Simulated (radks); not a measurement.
Results of a calculation; reference values are marked as such.
How relativity changes the ionisation of neutral rubidium ([Kr] 5s1) to Rb+ ([Kr]). Spin-unpolarised spherical Kohn-Sham, PBE, point nucleus unless stated (finite: rms radius 4.2036 fm), a radial shooting solver on a logarithmic mesh with Libxc functionals. A level marked "c x" has the speed of light scaled by that factor.

| level | E(Rb) (hartree) | E(Rb+) (hartree) | IE (eV) | HOMO | <r> HOMO (bohr) |
|---|---|---|---|---|---|
| non-rel. | -2939.72031 | -2939.57022 | 4.084 | 5s | 5.331 |
| scalar-rel. | -2981.19647 | -2981.04383 | 4.154 | 5s | 5.246 |
| scalar-rel., finite nucleus | -2981.16903 | -2981.01640 | 4.153 | 5s | 5.246 |
| Dirac | -2981.45270 | -2981.30006 | 4.153 | 5s1/2 | 5.247 |
| Dirac, finite nucleus | -2981.42522 | -2981.27259 | 4.153 | 5s1/2 | 5.247 |
| Dirac, c x 0.85 | -2998.31739 | -2998.16370 | 4.182 | 5s1/2 | 5.213 |
| Dirac, c x 2 | -2949.87411 | -2949.72341 | 4.101 | 5s1/2 | 5.310 |
| Dirac, c x 100 | -2939.72434 | -2939.57425 | 4.084 | 5s1/2 | 5.331 |

NIST Atomic Spectra Database: 4.177 eV (measured). The relativistic part of the total energy of Rb is -41.7 hartree (Dirac, finite nucleus), 1.4 % of the non-relativistic value. Spin polarisation and multiplet splitting of open shells are left out at every level.

Beside tabulated values, note that relativity, absent from the non-relativistic runs, is large for the heavy elements, and spin-unpolarised runs miss the spin-polarisation part of the exchange energy of open shells.
